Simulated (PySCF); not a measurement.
Sn(Cl)(Br)(Et)2, SMILES C[CH2][Sn]([Cl])([CH2]C)[Br], GFN2-xTB optimised geometry.

```
17

C     -3.18    -1.32    -1.37
C     -1.74    -1.70    -1.56
Sn    -0.39    -0.70     0.00
Cl    -1.09    -1.47     2.12
Br    -1.06     1.74     0.00
C      1.90    -0.70     0.00
C      2.46     0.18     1.09
H     -3.55    -1.62    -0.39
H     -3.78    -1.82    -2.13
H     -3.33    -0.25    -1.48
H     -1.35    -1.38    -2.52
H     -1.57    -2.76    -1.42
H      2.18    -1.74     0.13
H      2.19    -0.36    -0.99
H      3.55     0.15     1.05
H      2.15     1.22     0.96
H      2.14    -0.16     2.07
```

Density from PBE0/def2-SVP, def2 effective core potentials past Kr in PySCF at that geometry. The core electrons that the potentials of Sn replace are not part of the density.

Minimum of the electron density along straight lines between bonded atoms, close to the bond critical point (lines longer than 1.1 times the sum of covalent radii, or with two minima, are not listed):

```json
[
 {"bond": "C1–C2", "length / Å": "1.505", "ρ at the minimum / e bohr⁻³": "0.249", "∇²ρ there / e bohr⁻⁵": "-0.57", "position (fraction from the first atom)": "0.49"},
 {"bond": "C2–Sn3", "length / Å": "2.288", "ρ at the minimum / e bohr⁻³": "0.084", "∇²ρ there / e bohr⁻⁵": "0.06", "position (fraction from the first atom)": "0.50"},
 {"bond": "Sn3–Cl4", "length / Å": "2.358", "ρ at the minimum / e bohr⁻³": "0.077", "∇²ρ there / e bohr⁻⁵": "[?]", "position (fraction from the first atom)": "0.47"},
 {"bond": "Sn3–Br5", "length / Å": "2.523", "ρ at the minimum / e bohr⁻³": "[?]", "∇²ρ there / e bohr⁻⁵": "[?]", "position (fraction from the first atom)": "0.46"},
 {"bond": "Sn3–C6", "length / Å": "2.287", "ρ at the minimum / e bohr⁻³": "0.084", "∇²ρ there / e bohr⁻⁵": "0.06", "position (fraction from the first atom)": "0.50"},
 {"bond": "C6–C7", "length / Å": "1.505", "ρ at the minimum / e bohr⁻³": "0.249", "∇²ρ there / e bohr⁻⁵": "-0.57", "position (fraction from the first atom)": "0.51"},
 {"bond": "C1–H8", "length / Å": "1.088", "ρ at the minimum / e bohr⁻³": "0.277", "∇²ρ there / e bohr⁻⁵": "-1.02", "position (fraction from the first atom)": "0.63"},
 {"bond": "C1–H9", "length / Å": "1.091", "ρ at the minimum / e bohr⁻³": "0.274", "∇²ρ there / e bohr⁻⁵": "-0.99", "position (fraction from the first atom)": "0.62"},
 {"bond": "C1–H10", "length / Å": "1.089", "ρ at the minimum / e bohr⁻³": "0.277", "∇²ρ there / e bohr⁻⁵": "-1.03", "position (fraction from the first atom)": "0.63"},
 {"bond": "C2–H11", "length / Å": "1.087", "ρ at the minimum / e bohr⁻³": "0.277", "∇²ρ there / e bohr⁻⁵": "-1.02", "position (fraction from the first atom)": "0.63"},
 {"bond": "C2–H12", "length / Å": "1.087", "ρ at the minimum / e bohr⁻³": "0.277", "∇²ρ there / e bohr⁻⁵": "-1.02", "position (fraction from the first atom)": "0.63"},
 {"bond": "C6–H13", "length / Å": "1.087", "ρ at the minimum / e bohr⁻³": "0.277", "∇²ρ there / e bohr⁻⁵": "-1.02", "position (fraction from the first atom)": "0.63"},
 {"bond": "C6–H14", "length / Å": "1.087", "ρ at the minimum / e bohr⁻³": "0.277", "∇²ρ there / e bohr⁻⁵": "-1.02", "position (fraction from the first atom)": "0.63"},
 {"bond": "C7–H15", "length / Å": "1.091", "ρ at the minimum / e bohr⁻³": "0.274", "∇²ρ there / e bohr⁻⁵": "-0.99", "position (fraction from the first atom)": "0.62"},
 {"bond": "C7–H16", "length / Å": "1.089", "ρ at the minimum / e bohr⁻³": "0.277", "∇²ρ there / e bohr⁻⁵": "-1.03", "position (fraction from the first atom)": "0.63"},
 {"bond": "C7–H17", "length / Å": "1.088", "ρ at the minimum / e bohr⁻³": "0.277", "∇²ρ there / e bohr⁻⁵": "-1.02", "position (fraction from the first atom)": "0.63"}
]
```

Complete the blanks.


- Sn3–Cl4, ∇²ρ there / e bohr⁻⁵: 0.20
- Sn3–Br5, ρ at the minimum / e bohr⁻³: 0.068
- Sn3–Br5, ∇²ρ there / e bohr⁻⁵: 0.12
